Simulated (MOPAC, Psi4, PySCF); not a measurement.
Two rigid molecules brought together: C2H3N ··· CS2 (SMILES CC#N and S=C=S). Monomers: optimised at B3LYP-D3(BJ) (def2-TZVP), held rigid. Orientation: lowest of the rigid-body minima from ten starts at GFN2-xTB. R is the distance of the centres of mass, along which the second monomer moves.

Geometry at R = 3.65 Å (first 6 atoms: monomer A):
```
9

C     -0.4884     0.0050    -0.0116
C      0.9654    -0.0098     0.0229
N      2.1144    -0.0215     0.0502
H     -0.8530    -0.6867    -0.7713
H     -0.8901    -0.2937     0.9568
H     -0.8483     1.0067    -0.2471
S      3.9537    -1.2625     2.7345
C      2.4261    -1.3520     2.9977
S      0.8985    -1.4416     3.2611
```

Computed with: PM3, restricted, heats of formation (MOPAC); RKS-B3LYP/6-31G* = restricted B3LYP/6-31G*, spherical d, no counterpoise correction (PySCF 2.14.0); RHF/STO-3G = PySCF with restricted Hartree-Fock/STO-3G, no counterpoise correction; MP2/aug-cc-pVDZ = Psi4 with DF-MP2/aug-cc-pVDZ, frozen core, counterpoise-corrected; RKS-BP86/6-31G* = restricted BP86/6-31G*, spherical d, no counterpoise correction (PySCF).

Interaction energies in kcal/mol (negative: bound); R is the distance of the centres of mass, d the H5···S9 distance.

```csv
R / Å,d / Å,PM3,RKS-B3LYP/6-31G*,RHF/STO-3G,MP2/aug-cc-pVDZ,RKS-BP86/6-31G*
3.02,2.51,12.70,11.86,10.06,7.48,11.21
3.28,2.77,6.42,4.26,3.05,0.87,4.34
3.47,2.96,3.88,1.72,1.01,-1.04,2.08
3.65,3.13,2.36,0.52,0.16,-1.74,1.01
3.86,3.34,1.26,-0.10,-0.21,-1.87,0.45
4.08,3.56,0.60,-0.29,-0.30,-1.67,0.24
4.34,3.82,0.17,-0.28,-0.29,-1.32,0.18
4.63,4.11,-0.05,-0.18,-0.24,-0.95,0.16
5.12,4.59,-0.16,-0.05,-0.17,-0.52,0.11
5.88,5.35,-0.14,0.01,-0.11,-0.20,0.04
6.85,6.32,-0.08,0.01,-0.06,-0.06,0.02
8.12,7.58,-0.04,0.01,-0.03,-0.01,0.01
```

Lowest grid point: PM3 -0.16 kcal/mol at R = 5.12 Å; RKS-B3LYP/6-31G* -0.29 kcal/mol at R = 4.08 Å; RHF/STO-3G -0.30 kcal/mol at R = 4.08 Å; MP2/aug-cc-pVDZ -1.87 kcal/mol at R = 3.86 Å; RKS-BP86/6-31G* 0.01 kcal/mol at R = 8.12 Å.
